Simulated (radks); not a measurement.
Charge is removed step by step from the 3s down level of the copper ion Cu2+, starting from [Ne] 3s(up 1, down 1) 3p6 3d9. Method: scalar-relativistic Kohn-Sham, SCAN, spin-polarised, spherical densities, finite nucleus; open shells are filled with parallel spins first; meta-GGA in the generalised Kohn-Sham scheme; Fermi nuclear charge, rms radius 3.8823 fm; computed with a radial shooting solver on a logarithmic mesh with Libxc functionals.

removed (e)	E - E(0) (eV)	eigenvalue (eV)
0	0.000	-143.70
0.25	36.507	-148.51
0.5	74.239	-153.43
0.75	113.21	-158.36

The mean slope of the eigenvalue, de/dn, is 19.5 eV per electron.
